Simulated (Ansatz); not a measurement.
BFH₇NSi₂ (`B[SiH2][SiH](N)F`). Total charge 0; spin multiplicity 1. The structure was optimised at the PBE0-D4/def2-TZVP level. It is one conformer, not always the lowest.

```xyz
12

B     1.365   -1.555   -0.314
Si    0.225   -0.871    1.162
Si   -0.427    1.214    0.276
N    -1.250    0.945   -1.185
F     0.920    2.084    0.122
H     0.863   -2.036   -1.288
H     2.549   -1.399   -0.318
H    -1.023   -1.649    1.395
H     0.920   -0.641    2.457
H    -1.318    2.028    1.139
H    -1.856    1.636   -1.596
H    -0.968    0.244   -1.849
```

Task: What is the dipole moment at PBE/def2-TZVPP? (Estimate.)

Result: Computed: 1.95 D, with components (-1.48, -0.44, -1.20) D in this frame, pointing from negative to positive charge.

Task: And with r2SCAN, B3LYP, ωB97M-V? (An estimate is asked.)

Result: The calculation gave: r2SCAN 1.94 D, B3LYP 1.92 D, ωB97M-V 1.91 D.

Task: Give the Mulliken charges with PBE, r2SCAN, ωB97M-V in def2-TZVPP. (An estimate is asked.)

Result: The calculation gave: 
| atom | PBE | r2SCAN | ωB97M-V |
| --- | --- | --- | --- |
| B1 | -0.06 | -0.06 | -0.18 |
| Si2 | 0.03 | 0.11 | -0.01 |
| Si3 | 0.49 | 0.58 | 0.51 |
| N4 | -0.37 | -0.44 | -0.35 |
| F5 | -0.28 | -0.32 | -0.31 |
| H6 | 0.03 | 0.02 | 0.09 |
| H7 | 0.04 | 0.02 | 0.10 |
| H8 | -0.05 | -0.07 | -0.02 |
| H9 | -0.05 | -0.07 | -0.02 |
| H10 | -0.09 | -0.10 | -0.05 |
| H11 | 0.16 | 0.16 | 0.12 |
| H12 | 0.15 | 0.16 | 0.12 |

B3LYP here is the variant with VWN-RPA as its local correlation; programs differ in this.
